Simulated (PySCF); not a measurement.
HCl$_{3}$SSn (SMILES [SH][Sn]([Cl])([Cl])[Cl]), singlet, geometry from GFN2-xTB (such geometries of metal compounds can be far from the true shape) (core potentials on Sn); DF-HF/def2-QZVP (PySCF).

Input for PySCF:
```python
from pyscf import gto, scf

mol = gto.M(
    atom='''
S     2.25140279    0.94985981   -0.08963007
Sn   -0.00340181    0.02593695   -0.00111512
Cl   -0.26302827   -1.29198426    1.90417950
Cl   -1.61835610    1.68582949    0.02567508
Cl   -0.39474589   -1.35001427   -1.84111624
H     2.84186000   -0.23973051   -0.01871524
''',
    basis='def2-qzvp',
    ecp={'Sn': 'def2-qzvp'},
    verbose=4,
    max_memory=1800,
)

mf = scf.RHF(mol)
mf = mf.density_fit(auxbasis='def2-universal-jkfit')
mf.kernel()
```

Task: What does PySCF print? Leave out banner, timings and long lists.

Result: 
```
PySCF version 2.14.0

[INPUT] verbose = 4
[INPUT] num. atoms = 6
[INPUT] num. electrons = 90
[INPUT] charge = 0
[INPUT] spin (= nelec alpha-beta = 2S) = 0
[INPUT] symmetry False subgroup None
[INPUT] Mole.unit = angstrom
[INPUT] Symbol           X                Y                Z      unit          X                Y                Z       unit  Magmom
[INPUT]  1 S      2.251402790000   0.949859810000  -0.089630070000 AA    4.254534669182   1.794974897631  -0.169376284826 Bohr   0.0
[INPUT]  2 Sn    -0.003401810000   0.025936950000  -0.001115120000 AA   -0.006428489228   0.049013732007  -0.002107271396 Bohr   0.0
[INPUT]  3 Cl    -0.263028270000  -1.291984260000   1.904179500000 AA   -0.497051393318  -2.441496408649   3.598377747011 Bohr   0.0
[INPUT]  4 Cl    -1.618356100000   1.685829490000   0.025675080000 AA   -3.058249801019   3.185756028815   0.048518869426 Bohr   0.0
[INPUT]  5 Cl    -0.394745890000  -1.350014270000  -1.841116240000 AA   -0.745961620898  -2.551157234555  -3.479205457089 Bohr   0.0
[INPUT]  6 H      2.841860000000  -0.239730510000  -0.018715240000 AA    5.370337084356  -0.453025007602  -0.035366677956 Bohr   0.0

nuclear repulsion = 580.585048856074
number of shells = 120
number of NR pGTOs = 604
number of NR cGTOs = 392
basis = def2-qzvp
ecp = {'Sn': 'def2-qzvp'}

******** <class 'pyscf.df.df_jk.DFRHF'> ********
method = DFRHF
initial guess = minao
damping factor = 0
level_shift factor = 0
DIIS = <class 'pyscf.scf.diis.CDIIS'>
diis_start_cycle = 1
diis_space = 8
diis_damp = 0
SCF conv_tol = 1e-09
SCF conv_tol_grad = None
SCF max_cycles = 50
direct_scf = False
Set gradient conv threshold to 3.16228e-05
Initial guess from minao.
******** <class 'pyscf.df.df.DF'> ********
auxbasis = def2-universal-jkfit
init E= -1953.16713123974
  HOMO = -0.586052152000738  LUMO = -0.490782337647198  gap/eV = 2.59242
cycle= 1 E= -1989.49305432548  delta_E= -36.3  |g|= 2.38  |ddm|= 35.1
  HOMO = -0.359013763011047  LUMO = 0.0579393175893215  gap/eV = 11.34587
cycle= 2 E= -1989.93620245916  delta_E= -0.443  |g|= 1.41  |ddm|= 3.02
  HOMO = -0.418642545243009  LUMO = -0.00757270296431591  gap/eV = 11.18578
cycle= 3 E= -1990.23856156621  delta_E= -0.302  |g|= 0.148  |ddm|= 1.01
  HOMO = -0.414584213487802  LUMO = 0.0130075500186225  gap/eV = 11.63536
cycle= 4 E= -1990.24376268563  delta_E= -0.0052  |g|= 0.0372  |ddm|= 0.151
  HOMO = -0.417341523780947  LUMO = 0.0127789695861602  gap/eV = 11.70417
cycle= 5 E= -1990.24418057593  delta_E= -0.000418  |g|= 0.0113  |ddm|= 0.0393
  HOMO = -0.415988438836644  LUMO = 0.0146703404181198  gap/eV = 11.71882
cycle= 6 E= -1990.24427868875  delta_E= -9.81e-05  |g|= 0.00295  |ddm|= 0.0243
  HOMO = -0.416021199554912  LUMO = 0.0145150160396739  gap/eV = 11.71549
cycle= 7 E= -1990.2442840099  delta_E= -5.32e-06  |g|= 0.00095  |ddm|= 0.00459
  HOMO = -0.415914419364025  LUMO = 0.0145321518356623  gap/eV = 11.71305
cycle= 8 E= -1990.24428461222  delta_E= -6.02e-07  |g|= 0.00035  |ddm|= 0.00151
  HOMO = -0.41587092929507  LUMO = 0.0145499159334275  gap/eV = 11.71235
cycle= 9 E= -1990.24428469954  delta_E= -8.73e-08  |g|= 0.00011  |ddm|= 0.000594
  HOMO = -0.415868876417646  LUMO = 0.0145429898567255  gap/eV = 11.71210
cycle= 10 E= -1990.24428470966  delta_E= -1.01e-08  |g|= 3.49e-05  |ddm|= 0.000213
  HOMO = -0.415860823934807  LUMO = 0.0145414839809295  gap/eV = 11.71184
cycle= 11 E= -1990.24428471086  delta_E= -1.19e-09  |g|= 1.06e-05  |ddm|= 7.74e-05
  HOMO = -0.415860681425558  LUMO = 0.014541991321853  gap/eV = 11.71185
cycle= 12 E= -1990.24428471098  delta_E= -1.2e-10  |g|= 3.45e-06  |ddm|= 2.76e-05
  HOMO = -0.415860002259033  LUMO = 0.0145418497640675  gap/eV = 11.71183
Extra cycle  E= -1990.24428471098  delta_E= -5.91e-12  |g|= 1.63e-06  |ddm|= 4.67e-06
converged SCF energy = -1990.24428471098
```
